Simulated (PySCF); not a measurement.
**Ionisation energy of Xe by level of theory**

Xe [Xe] (1S) → Xe⁺ [Kr] 4d10 5s2 5p5 (2P), as a difference of total energies. Calculation: PySCF 2.14, in aug-cc-pVQZ-DK3; the spin-free X2C one-electron Hamiltonian (Gaussian nucleus). Correlated levels: valence: [Kr] 4d10 frozen. The calculations carry no spin-orbit coupling.

```json
{"method": "UHF", "ionisation energy (eV)": "11.455", "plus first-order spin-orbit estimate": "11.044", "error of that sum (eV)": "-1.086"}
{"method": "MP2 (valence)", "ionisation energy (eV)": "12.408", "plus first-order spin-orbit estimate": "11.996", "error of that sum (eV)": "-0.134"}
{"method": "SCS-MP2 (valence)", "ionisation energy (eV)": "12.355", "plus first-order spin-orbit estimate": "11.943", "error of that sum (eV)": "-0.187"}
{"method": "CCSD (valence)", "ionisation energy (eV)": "12.336", "plus first-order spin-orbit estimate": "11.925", "error of that sum (eV)": "-0.205"}
{"method": "CCSD(T) (valence)", "ionisation energy (eV)": "12.388", "plus first-order spin-orbit estimate": "11.977", "error of that sum (eV)": "-0.153"}
```

Reference: 12.130 eV (measured; NIST Atomic Spectra Database, ionization energies).

A first-order spin-orbit estimate (lowest level to lowest level, LS coupling) adds -0.411 eV.

Errors of the correlated levels include the incompleteness of this basis and the frozen core.
